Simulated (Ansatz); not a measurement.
Ansatz results at the PBE0-D4/def2-TZVP geometry: LUMO energy (B3LYP/def2-TZVPP) -1.36 eV; LUMO energy (PBE/def2-TZVPP) -1.89 eV; size of the dipole moment (B3LYP/def2-TZVPP) 2.30 D.

Each molecule was computed in one conformer, which needn't be the lowest.

(1) Which molecule gave them?
A. `[SiH3]N=C1CC1`
B. `O=C=C[TeH]`
C. `[CH3][AlH][CH2]F`
D. `FC1([SiH3])COC1`

Results:

(1) C. The others give `[SiH3]N=C1CC1`: -1.02, -1.85, 2.10; `O=C=C[TeH]`: -1.91, -2.63, 1.35; `FC1([SiH3])COC1`: 0.12, -0.51, 0.89.

B3LYP here is the variant with VWN-RPA as its local correlation; programs differ in this.
